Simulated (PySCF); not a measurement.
Polarisability and C₆ of Cu (copper, neutral)

[Ar] 3d9 4s1 4p1, one real determinant (an excited configuration). Calculation: PySCF 2.14, in aug-cc-pwCVTZ-PP with ECP10MDF (8s8p7d4f3g, 122 functions); scalar relativity through the core potential. Coupled (time-dependent) response in atomic units; α is the mean over directions.

| method | mean α (bohr³) | α xx, yy, zz | C₆ (like pair) | S(−4) |
| --- | --- | --- | --- | --- |
| PBE0 | 67.74 | 51.17, 51.17, 100.9 | 572.8 | 3639 |

S(−4) is the Cauchy moment in α(ω) = α(0) + S(−4) ω² + …

α(iu) at PBE0:

```tsv
u (hartree)	α(iu) (bohr³)
0	67.74
0.0500	60.25
0.100	47.22
0.200	27.83
0.300	17.56
0.500	8.909
0.750	5.128
1.00	3.517
1.50	2.111
2.00	1.470
3.00	0.8641
5.00	0.4197
```

The components differ because the open shell of this determinant is not spherical; for a pure term their mean is the scalar polarisability.

⟨L²⟩ = 8.02 against 12 for a pure F term, so this real determinant mixes terms. Energies and moments cover only the electrons outside the core potential.
